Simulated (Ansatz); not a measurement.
Basis-set extrapolation for C₂H₅AlClF, SMILES `C[CH2][Al]([F])[Cl]` (PBE0-D4/def2-TZVP geometry, frozen core, Ansatz 0.2.0). Multiplicity 1, RHF reference.

|  | def2-TZVPP | def2-QZVPP |
| --- | --- | --- |
| HF | -879.763706 | -879.792363 |
| MP2 correlation | -0.864480 | -0.937259 |
| CCSD(T) correlation | -0.940345 | not run |

Energies in hartree. Use E(X) = E(∞) + A·exp(−7.88·√X) for Hartree–Fock and E(X) = E(∞) + B·X^(−2.97) for correlation, with X = 3 and 4, and add CCSD(T) minus MP2 of the smaller set to the MP2 limit.

Problem. What is the CCSD(T) energy at the basis-set limit?

Solution. HF limit: -879.792363 + (-0.028657) × 0.13774 = -879.79631. MP2 limit: -0.937259 + (-0.072779) × 0.74074 = -0.99117. Higher-order term: -0.940345 − (-0.864480) = -0.07586. Total: -880.86334 hartree, 418.2 kJ/mol below CCSD(T)/def2-TZVPP.
